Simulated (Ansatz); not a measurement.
Species: C$_{2}$H$_{10}$O$_{2}$Si$_{2}$ (charge 0, singlet). SMILES: C(CO[SiH3])O[SiH3]
Structure (B3LYP-D3(BJ)/def2-TZVP (Ansatz, a first-principles code) minimum search):
```
C
H 1 1.0954
H 1 1.0954 2 108.10
O 1 1.4191 2 110.92 3 -121.81
C 1 1.5163 2 109.42 3 119.08
H 5 1.0954 1 109.42 2 -180.00
H 5 1.0954 6 108.10 1 119.08
O 5 1.4191 6 110.92 7 121.81
Si 4 1.6471 1 123.64 2 60.07
Si 8 1.6471 5 123.64 6 -60.07
H 9 1.4757 4 106.33 1 -180.00
H 10 1.4757 8 106.33 5 180.00
H 9 1.4847 11 110.43 4 -120.22
H 10 1.4847 12 110.43 8 120.22
H 9 1.4847 11 110.43 13 -119.55
H 10 1.4847 12 110.43 14 119.55
```
Charge 0, spin multiplicity 1.

Wanted: atomisation energy (electronic, to ground-state atoms); the coupled-cluster value holds the core correlation from cc-pwCVTZ, in kcal/mol. Correlated levels leave the core frozen unless marked. UHF or UKS for open shells. Spin-orbit coupling is left out. No relativistic terms. CBS(X,Y): correlation extrapolated as X^-3; Hartree-Fock from the larger set.

Level to compare with: CCSD(T)/CBS(cc-pV(T+d)Z,cc-pV(Q+d)Z) plus the core term (Ansatz), 1374.0 kcal/mol. It is a level with limits of its own, and the differences hold the functionals' basis error too.

Q: Rank these functionals by how close they come to CCSD(T)/CBS(cc-pV(T+d)Z,cc-pV(Q+d)Z), closest first: B3LYP/def2-TZVPD (Ansatz); r2SCAN0/def2-TZVPD (Ansatz); PBE/def2-TZVPD (Ansatz).

A: PBE/def2-TZVPD (GGA, 1366.0 kcal/mol, difference -8.0), B3LYP/def2-TZVPD (global hybrid, 1353.8 kcal/mol, difference -20.2), r2SCAN0/def2-TZVPD (hybrid meta-GGA, 1346.4 kcal/mol, difference -27.6)
